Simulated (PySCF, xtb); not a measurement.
B(F)(H)(NHMe) (CH5BFN), SMILES CNBF.

GFN2-xTB in xtb 6.7.1 at its own geometry gives an orbital gap of 6.25 eV and a dipole moment of 2.96 D.

Geometry optimised at PBE0-D3(BJ)/def2-SVP. Other conformers were not sampled.

**Question.** What does PySCF with CAM-B3LYP/def2-TZVPD give? (The exact figures need the calculation; the answer reports its results.)

**Answer.** gap 9.93 eV (levels -9.21 and 0.71 eV), dipole 2.46 D.
